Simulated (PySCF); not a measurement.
Computed with TPSSh-D3(BJ)/def2-TZVP // TPSS-D3(BJ)/def2-SVP in PySCF. Gas-phase values, no solvent. One relaxed conformer stands for a flexible species; it need not be the lowest. 

Reference species: [Cd(OH)(CH3)] (neutral, multiplicity 1).

| Property | Result |
|---|---|
| LUMO | -0.94 eV |
| HOMO–LUMO gap | 5.73 eV |
| coordination number | 2 |
| HOMO | -6.67 eV |

After one change: the LUMO falls by 1.39 eV; the HOMO–LUMO gap falls by 0.52 eV; the coordination number is nearly the same; the HOMO drops by 0.87 eV.

### Question
What was changed between the two runs? The new species is one of these.
A) [Cd(OH)(SH)]
B) [Cd(OH)(F)]
C) [Cd(OH)(N(CH3)2)]
D) [Cd(OH)(NH2)]

### Answer
B, [Cd(OH)(F)]
